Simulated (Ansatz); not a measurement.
A structure relaxed at PBE-D4/def2-TZVPD in Ansatz, charge -1, singlet:

```csv
atom,x (Å),y (Å),z (Å)
Al1,-0.309,-0.813,-1.244
As2,0.307,-0.565,1.219
As3,0.001,1.378,0.026
```

(1) Give its formula and point group.

(2) Summarise the bond lengths by kind (pairs closer than 1.2 times the sum of covalent radii, bridged metal pairs left out).

Answers

(1) the cluster AlAs₂⁻. Point group C2v (tolerance 0.1 Å).

(2) 2 × Al–As 2.55 Å; 1 × As–As 2.30 Å.

The highest occupied level of the charge -1 singlet lies above zero (up to 0.23 eV). By energy differences its removal costs 2.21 eV (vertical, to the charge 0 doublet, at PBE-D4/def2-TZVPD); a positive level beside a positive removal energy at the same level points to self-interaction error. The structure comes from a short search, and lower isomers may exist.
